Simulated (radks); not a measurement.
Species: Gd2+. Configuration: [Xe] 4f7 5d1. All-electron calculation, Dirac Kohn-Sham, LDA (Slater exchange, Perdew-Wang correlation), spin-unpolarised, spherical densities, finite nucleus; open shells fill j = l - 1/2 first; Fermi nuclear charge, rms radius 5.1569 fm. Program: a radial shooting solver on a logarithmic mesh with Libxc functionals.

Spin-orbit splittings of the eigenvalues, e(l+1/2) - e(l-1/2), with zeta = 2 splitting/(2l+1) and mean radii in bohr:

shell  occ.  splitting (eV)  zeta (eV)  <r> j=l-1/2  <r> j=l+1/2
2p        6           695.0      463.3      0.07749      0.08432
3p        6           142.5      95.00       0.2338       0.2469
3d       10           31.08      12.43       0.2188       0.2229
4p        6               ?          ?       0.5650       0.5948
4d       10           5.762      2.305       0.6305       0.6410
4f        7          0.7570     0.2163       0.8566       0.8688
5p        6           4.437      2.958        1.489        1.583
5d        1          0.3627     0.1451        2.334        2.381

Estimate the 4p splitting.

Answer. 31.88 eV (zeta = 21.25 eV).
